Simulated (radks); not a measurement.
K I, configuration [Ar] 4s1. Calculated with a radial shooting solver on a logarithmic mesh with Libxc functionals: scalar-relativistic Kohn-Sham, r2SCAN, spin-polarised, spherical densities, finite nucleus; open shells are filled with parallel spins first; meta-GGA in the generalised Kohn-Sham scheme; Fermi nuclear charge, rms radius 3.4349 fm.

Unscreened Slater integrals over Kohn-Sham orbitals (hartree). They are taken over the spin-up orbitals.

F0(4s,4s): 0.18190
F0(4s,3p): 0.23429
G1(4s,3p): 0.011585
F0(4s,3s): 0.23591
G0(4s,3s): 0.0071891
F0(4s,2p): 0.24592
G1(4s,2p): 0.0031660
F0(3p,3p): 0.63190
F2(3p,3p): 0.31574
F0(3p,3s): 0.66779
G1(3p,3s): 0.44159
F0(3p,2p): 0.86581
F2(3p,2p): 0.14996
G0(3p,2p): 0.058378
G2(3p,2p): 0.059183
F0(3s,3s): 0.70997
F0(3s,2p): 0.94593
G1(3s,2p): 0.070449
F0(2p,2p): 2.6162
F2(2p,2p): 1.2209
